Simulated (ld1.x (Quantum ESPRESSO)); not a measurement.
# How hard is this germanium (Ge) TM semilocal potential?

| Item | Value |
| --- | --- |
| Element | germanium (Ge) |
| Generator | ld1.x (Quantum ESPRESSO) 7.5 |
| Type | norm-conserving Troullier–Martins (semilocal form) |
| Functional | LDA (PZ) |
| Relativity | scalar-relativistic |
| Frozen core | [Ar] 3d10 |
| Valence charge | 4 |
| Reference configuration | 4s2 4p2 |
| Partial waves | 4p (bound): rc 2.10 bohr; 4s (bound): rc 1.70 bohr |
| Local potential | the s channel |
| Core correction | Bessel-smoothed model core inside 0.80 bohr |

The pseudo-atom Hamiltonian at the reference potential is diagonalised in spherical Bessel functions j_l(qr) that vanish at 20 bohr, with q² up to the cutoff. All-electron valence levels (Ry): 4p -0.2978, 4s -0.8782.

How do the lowest levels (Ry) of each channel move with the cutoff, and are there ghosts?

```json
{"cutoff (Ry)": "8", "p #1": "-0.2928", "p #2": "0.0271", "s #1": "-0.8237", "s #2": "-0.0277", "Σ f·Δε (mRy)": "119.3"}
{"cutoff (Ry)": "12", "p #1": "-0.2948", "p #2": "0.0270", "s #1": "-0.8651", "s #2": "-0.0312", "Σ f·Δε (mRy)": "32.3"}
{"cutoff (Ry)": "18", "p #1": "-0.2974", "p #2": "0.0268", "s #1": "-0.8724", "s #2": "-0.0320", "Σ f·Δε (mRy)": "12.7"}
{"cutoff (Ry)": "30", "p #1": "-0.2977", "p #2": "0.0268", "s #1": "-0.8752", "s #2": "-0.0321", "Σ f·Δε (mRy)": "6.4"}
{"cutoff (Ry)": "40", "p #1": "-0.2978", "p #2": "0.0268", "s #1": "-0.8778", "s #2": "-0.0323", "Σ f·Δε (mRy)": "0.9"}
{"cutoff (Ry)": "50", "p #1": "-0.2978", "p #2": "0.0268", "s #1": "-0.8781", "s #2": "-0.0324", "Σ f·Δε (mRy)": "0.4"}
{"cutoff (Ry)": "400", "p #1": "-0.2978", "p #2": "0.0268", "s #1": "-0.8783", "s #2": "-0.0324", "Σ f·Δε (mRy)": "0.0"}
```

Result: no extra level below or beside the all-electron valence levels (p, s tested); the semilocal form is local in each channel, so this says nothing of the separable form that plane-wave codes build from it; 10 mRy is reached at 30 Ry and 1 mRy at 40 Ry.
